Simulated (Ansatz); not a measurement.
Basis-set extrapolation for C$_{3}$H$_{7}$AlO$_{2}$, SMILES `C[CH]([AlH2])OC=O` (PBE0-D4/def2-TZVP geometry, frozen core, Ansatz). Multiplicity 1, RHF reference.

```csv
,def2-TZVPP,def2-QZVPP
HF,-509.419242,-509.438783
MP2 correlation,-1.048056,-1.123236
CCSD(T) correlation,-1.131702,not run
```

Energies in hartree. Use E(X) = E(∞) + A·exp(−7.88·√X) for Hartree–Fock and E(X) = E(∞) + B·X^(−2.97) for correlation, with X = 3 and 4, and add CCSD(T) minus MP2 of the smaller set to the MP2 limit.

What is the CCSD(T) energy at the basis-set limit?

HF limit: -509.438783 + (-0.019541) × 0.13774 = -509.44147. MP2 limit: -1.123236 + (-0.075180) × 0.74074 = -1.17892. Higher-order term: -1.131702 − (-1.048056) = -0.08365. Total: -510.70404 hartree, 402.0 kJ/mol below CCSD(T)/def2-TZVPP.
